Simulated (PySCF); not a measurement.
Gas-phase reaction: 3 WF₆ + O₃ = 3 WOF₄ + 6 F

Computed with PySCF and rigid-rotor harmonic-oscillator thermochemistry at 1 bar. † marks an energy on the PBE0/def2-TZVP geometry and frequencies; other levels use their own. MP2 and CCSD(T) freeze the core. Open shells (unrestricted): F (multiplicity 2, electronic degeneracy 6); the rest are closed-shell singlets. Spin-orbit splitting is ignored; it lowers the true energy and changes the entropy of F. B3LYP is the form with VWN-RPA correlation. W: scalar-relativistic def2 core potential, no spin-orbit coupling. MP2 isn't extrapolated to the basis-set limit; its ΔH°(298 K) is 1215.5 kJ in def2-SVP and 1316.2 kJ in def2-TZVPP. CCSD(T) isn't extrapolated to the basis-set limit. The harmonic model lacks anharmonicity and excited electronic states, which grow with temperature; levels with a mode under 35 cm⁻¹ are left out. Strong static correlation: O₃. Soft modes under 120 cm⁻¹ make the harmonic entropy rough for WOF₄. Warning, large T1 diagnostic: O₃, WF₆, WOF₄ (CCSD(T)/def2-SVP†).

```
level               ΔE electronic, kJ  ΔH°(298 K), kJ  ΔS°(298 K), J/K  ΔG°(2500 K), kJ
------------------  -----------------  --------------  ---------------  ---------------
B3LYP/def2-TZVP†                 1356            1338              690             -404
CCSD(T)/def2-SVP†                1185            1168              690             -575
M06-2X/def2-TZVP†                1288            1270              690             -472
MP2/def2-SVP†                    1233            1216              690             -527
PBE/def2-SVP                     1678            1662              683              -57
PBE0/def2-QZVP†                  1355            1337              690             -405
PBE0/def2-SVP†                   1381            1363              690             -380
r2SCAN/def2-TZVP†                1469            1451              690             -291
LDA/def2-TZVP†                   2064            2046              690              303
ωB97M-V/def2-TZVP†               1381            1363              690             -380
ωB97X-V/def2-TZVP†               1388            1370              690             -372
```
ΔH° is lowest at CCSD(T)/def2-SVP† and highest at LDA/def2-TZVP†. No reference value is set beside these.
